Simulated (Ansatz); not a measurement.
Program: Ansatz. Geometries: PBE0-D4/def2-TZVP. ΔE: electronic, gas phase. CBS: MP2 limit from def2 TZ/QZ plus the TZ coupled-cluster correction, frozen cores. This one scheme is used for every species. DFT in def2-TZVPP. B3LYP here is the variant with VWN-RPA as its local correlation; programs differ in this. For Ge outer-core shells are correlated without core-valence functions, which leaves a few kJ/mol of doubt a bond. Scalar relativity is left out up to krypton. Each species was taken in one conformer, which may not be the lowest.

Consider the ligand exchange at a Ge–N bond: `[NH2][GeH2][F]` + `BO` → `B[O][GeH2][F]` + NH₃.

Is it downhill or uphill in electronic energy at CCSD(T)/CBS, and by how much? (Estimate.)

Computed: Downhill: ΔE = -14.6 kJ/mol.

What do these levels give: r2SCAN-D4, B3LYP-D4, r2SCANh-D4, r2SCAN0-D4, CAM-B3LYP-D4, ωB97X-V, ωB97M-V, CAM-B3LYP, RPA@PBE/def2-TZVPP, MP2/def2-TZVPP, HF/CBS(def2), CCSD/CBS(def2)? (Best estimate.)

Ansatz gave: r2SCAN-D4 -14.8, B3LYP-D4 -15.3, r2SCANh-D4 -14.5, r2SCAN0-D4 -14.0, CAM-B3LYP-D4 -14.2, ωB97X-V -14.2, ωB97M-V -13.3, CAM-B3LYP -13.0, RPA@PBE/def2-TZVPP -17.4, MP2/def2-TZVPP -15.8, HF/CBS(def2) -21.3, CCSD/CBS(def2) -14.5 kJ/mol.

Largest T1 diagnostic among the species: 0.014.

At CCSD(T), def2-SVP lies +5.1 kJ/mol from the extrapolated value and def2-TZVPP −1.9 kJ/mol. Leaving LDA and LC-ωPBE aside and taking each functional with its dispersion term where it has one, the values, not all of them listed here, spread over 9.1 kJ/mol, from B97M-V to PBE-D4. LDA lies +3.9 kJ/mol from PBE without D4. In def2-TZVPP, CCSD(T) changes the Hartree–Fock value by +3.3 kJ/mol (the triples alone add −0.0 kJ/mol) and MP2 by +3.9 kJ/mol.
